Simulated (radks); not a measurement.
Spherical quantum dot in the effective-mass picture: electrons in a hard-walled sphere of radius 2.12, all in effective atomic units (hartree* = m*/eps^2 hartree, bohr* = eps/m* bohr), one dielectric constant everywhere. Calculated with a radial shooting solver with Libxc functionals: non-relativistic Kohn-Sham, r2SCAN, spin-polarised, spherical densities, generalised Kohn-Sham scheme. Levels are named by radial order and angular momentum (1s, 1p, 1d, 2s, ...), and open shells are averaged over m.

N = 21, configuration 1s2 1p6 1d10 1f(up 3, down 0). This is the lowest configuration that the search found. Occupied and some empty levels:

level,occupation,eigenvalue (hartree*),<r> (bohr*)
1s up,1,14.091,1.324
1s down,1,14.160,1.314
1p up,3,14.813,1.413
1p down,3,14.899,1.408
1d up,5,15.967,1.479
1d down,5,16.069,1.476
1f up,3,17.495,1.531
1f down,0,17.610,1.530
2s up,0,17.751,0.9639
2s down,0,17.804,0.9719
1g up,0,19.363,1.573
1g down,0,19.489,1.572
2p up,0,19.853,1.113
2p down,0,19.907,1.117
2d up,0,22.290,1.209
2d down,0,22.357,1.211

Energy (hartree*): total 196.769, kinetic 73.798, external 0, Hartree 139.09, exchange-correlation -16.122.
